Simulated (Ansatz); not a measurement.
Cartesian coordinates (Å):
SMILES: FC1=CC1
```xyz
7

F      1.1539    -1.6142    -0.7404
C      0.5442    -0.5475    -0.2942
C      0.6005     0.6937     0.0090
C     -0.7410    -0.0554     0.1956
H      1.0886     1.6444     0.1154
H     -1.0740    -0.3005     1.2056
H     -1.5573     0.1386    -0.5023
```
Charge 0, spin multiplicity 1.

Level of theory: Ansatz (a program for electronic structure) with frozen-core CCSD(T)/cc-pVTZ // PBE0-D3(BJ)/def2-TZVP.

```yaml
HF energy: -214.74586 Ha
MP2 correlation energy: -0.72762 Ha
```

Q: Estimate the CCSD correlation energy, the (T) correction, the total energy and the T1 diagnostic.

A: 
```
Quantity                        Result
-----------------------  -------------
CCSD correlation energy    -0.74375 Ha
(T) correction             -0.03206 Ha
CCSD(T) total energy     -215.52167 Ha
T1 diagnostic                    0.011
```
